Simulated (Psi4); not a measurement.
Calculation: Psi4 1.11 with SAPT0/jun-cc-pVDZ, frozen core.

Psi4 input:

```
molecule {
0 1
N 0.54545353 0.00000000 -0.00000000
N -0.54545353 -0.00000000 0.00000000
--
0 1
F -1.85341978 -2.26579832 1.29816917
H -1.82895172 -1.41386404 0.94002133
units angstrom
symmetry c1
no_reorient
no_com
}
set basis jun-cc-pvdz
set scf_type df
set freeze_core true
energy('sapt0')
```

Part of the output:

```
    SAPT Results
  --------------------------------------------------------------------------------------------------------
    Electrostatics                 -2.12910915 [mEh]      -1.33603616 [kcal/mol]      -5.58997531 [kJ/mol]
      Elst10,r                     -2.12910915 [mEh]      -1.33603616 [kcal/mol]      -5.58997531 [kJ/mol]

    Exchange                        5.08916561 [mEh]       3.19349964 [kcal/mol]      13.36160248 [kJ/mol]
      Exch10                        5.08916561 [mEh]       3.19349964 [kcal/mol]      13.36160248 [kJ/mol]
      Exch10(S^2)                   5.07143175 [mEh]       3.18237147 [kcal/mol]      13.31504222 [kJ/mol]

    Induction                      -1.91765356 [mEh]      -1.20334578 [kcal/mol]      -5.03479873 [kJ/mol]
      Ind20,r                      -2.57391076 [mEh]      -1.61515339 [kcal/mol]      -6.75780177 [kJ/mol]
      Exch-Ind20,r                  1.18597866 [mEh]       0.74421285 [kcal/mol]       3.11378655 [kJ/mol]
      delta HF,r (2)               -0.52972146 [mEh]      -0.33240524 [kcal/mol]      -1.39078351 [kJ/mol]

    Dispersion                     -1.50758005 [mEh]      -0.94602077 [kcal/mol]      -3.95815089 [kJ/mol]
      Disp20                       -1.70321016 [mEh]      -1.06878051 [kcal/mol]      -4.47177766 [kJ/mol]
      Exch-Disp20                   0.19563011 [mEh]       0.12275974 [kcal/mol]       0.51362677 [kJ/mol]
      Disp20 (SS)                  -0.85160508 [mEh]      -0.53439026 [kcal/mol]      -2.23588883 [kJ/mol]
      Disp20 (OS)                  -0.85160508 [mEh]      -0.53439026 [kcal/mol]      -2.23588883 [kJ/mol]
      Exch-Disp20 (SS)              0.10662445 [mEh]       0.06690785 [kcal/mol]       0.27994245 [kJ/mol]
      Exch-Disp20 (OS)              0.08900566 [mEh]       0.05585189 [kcal/mol]       0.23368432 [kJ/mol]

  Total HF                          1.04240290 [mEh]       0.65411770 [kcal/mol]       2.73682844 [kJ/mol]
  Total SAPT0                      -0.46517715 [mEh]      -0.29190307 [kcal/mol]      -1.22132245 [kJ/mol]
```
